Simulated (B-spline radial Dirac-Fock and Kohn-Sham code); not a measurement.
K-line shifts caused by a second vacancy in As⁴⁺

System: As⁴⁺, [Ar] 3d10 4s1, inside a Watson sphere of charge -4 and radius 1.8 Å (a model of the Madelung potential; inside it an electron's potential energy is raised by 32.0 eV).

The run's input, task.json:

```json
{"items": [{
  "Z": 33,
  "q": 4,
  "cfg": [[1, 0, 2], [2, 0, 2], [2, 1, 6], [3, 0, 2], [3, 1, 6], [3, 2, 10], [4, 0, 1]],
  "A": 75,
  "rrms": 4.0968,
  "watson": [-4, 1.8],
  "do": ["binding", "quiet", "double"]
}]}
```

Command: `python xray_run.py task.json out`

Calculated with a B-spline atomic structure program, using Dirac-Fock ΔSCF + Breit + QED. Each two-hole energy is an average over J within one jj subconfiguration, not an observable level; in light atoms, where LS coupling holds, the j-resolved values are not observed lines, and for a K spectator the Kα1 hypersatellite is nearly forbidden. Electron correlation is not included.

Lines without a spectator: Kα2 (K-L2) 10507.5 eV, Kα1 (K-L3) 10543.4 eV, Kβ3 (K-M2) 11720.1 eV, Kβ1 (K-M3) 11725.2 eV. Shifts in eV with one spectator hole (a dash: not computed, or left out as unreliable):

| spectator hole | Kα2 | Kα1 | Kβ3 | Kβ1 |
| --- | --- | --- | --- | --- |
| L2 (2p1/2) | +35.0 | +43.0 | – | +94.3 |
| L3 (2p3/2) | +38.5 | +37.2 | +89.4 | – |
| M2 (3p1/2) | – | +3.60 | +7.96 | +10.17 |
| M3 (3p3/2) | +3.14 | – | +9.36 | +8.84 |
| M4 (3d3/2) | +0.02 | -1.18 | – | – |
| M5 (3d5/2) | -1.31 | -0.51 | – | – |

Q: Where does the K-L3 hypersatellite lie, emitted when both K electrons are missing?

A: +359.4 eV from the normal line, at 10902.8 eV. Removing both K electrons costs 24281.7 eV, which is 484.9 eV more than twice the K binding energy.

With n spectator holes in 2p, averaged over the 2p shell (energies in eV):

| n | KαLⁿ | step | hypersatellite KαʰLⁿ |
| --- | --- | --- | --- |
| 0 | 10531.4 | – | 10889.2 |
| 1 | 10570.4 | +39.0 | 10929.5 |
| 2 | 10610.4 | +40.1 | 10970.8 |
| 3 | 10651.6 | +41.2 | 11013.2 |
| 4 | 10693.8 | +42.3 | 11056.8 |
| 5 | 10737.2 | +43.4 | 11101.5 |
